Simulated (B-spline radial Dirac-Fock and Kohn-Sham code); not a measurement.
## How the settings move the core levels of Ge

ΔSCF core binding energies without Breit or QED terms, calculated with a radial finite-basis atomic code. Keys: rel is the Hamiltonian (dirac, or spin-free x2c and nr, where L3 and M5 stand for the whole 2p and 3d shells), method is hf or an exchange,correlation pair (spin-unpolarised, also for the hole states), nuc the nuclear model, radius_factor scales its radius, rmax is the box in bohr, h the logarithmic mesh step, order the B-spline order, points the quadrature points per cell, c_factor scales the speed of light, and damp, ndamp, maxit and tol steer the iteration. The run stops when the commutator error falls below 10·tol·max(1, Z/10), or the numerical noise floor, and the energy has settled to about 1e-8 Ha; the virial ratio is −V/T.

Base input:

```json
{"items": [{"Z": 32, "q": 0, "cfg": [[1, 0, 2], [2, 0, 2], [2, 1, 6], [3, 0, 2], [3, 1, 6], [3, 2, 10], [4, 0, 2], [4, 1, 2]], "A": 74, "rrms": 4.0742, "do": "settings", "holes": ["K", "L3", "M5"],
  "settings": [{"rel": "dirac", "method": "hf", "nuc": "fermi", "radius_factor": 1.0, "rmax": 45.0, "h": 0.3, "order": 8, "points": 10, "c_factor": 1.0, "maxit": 60, "damp": 0.5, "ndamp": 3, "tol": 1e-08}]}]}
```

The ground state converged in 11 iterations, with total energy -2097.47037 Ha, virial ratio 1.97879 and highest orbital energy -7.24 eV. ΔSCF binding energies: K (1s) 11134.2 eV, L3 (2p3/2) 1227.5 eV, M5 (3d5/2) 36.12 eV.

Changes from the base run:

```
                                changed setting  Δ total energy (Ha)  Δ K (eV)  Δ L3 (eV)  Δ M5 (eV)  iterations
                                    rmax = 30.0              0.00000      0.00       0.00       0.00          11
                                     rel = "nr"            +22.13000   -157.23      +2.70      +1.21          11
                                      order = 5             +0.00036      0.00       0.00       0.00          11
                            radius_factor = 2.0             +0.03625     -0.42       0.00       0.00          11
                                    tol = 1e-06              0.00000      0.00       0.00       0.00           8
    rel = "nr"; nuc = "sphere"; c_factor = 10.0                    ?         ?          ?          ?           ?
nuc = "sphere"; radius_factor = 2.0; damp = 0.0             +0.03625     -0.42       0.00       0.00          10
                                 c_factor = 5.0            +21.27573   -151.20      +2.58      +1.17          10
                                    rel = "x2c"             +0.37611     -6.17     +10.21      +0.24          11
                                      order = 9              0.00000      0.00       0.00       0.00          11
  method = "rpbe,pbe"; rmax = 60.0; tol = 1e-06             -1.67244    +19.97      -4.50      +2.27           8
                                 nuc = "sphere"             +0.00001      0.00       0.00       0.00          11
                                        h = 0.4             +0.00041      0.00       0.00       0.00          11
                                                             0.00000      0.00       0.00       0.00          11
     radius_factor = 0.5; order = 9; damp = 0.0             -0.00946     +0.11       0.00       0.00          10
```

Question: What does the change rel = "nr"; nuc = "sphere"; c_factor = 10.0 do?

Answer: The total energy moves by +22.13000 Ha and the binding energies by K -157.23 eV, L3 +2.70 eV, M5 +1.21 eV; the run takes 11 iterations.
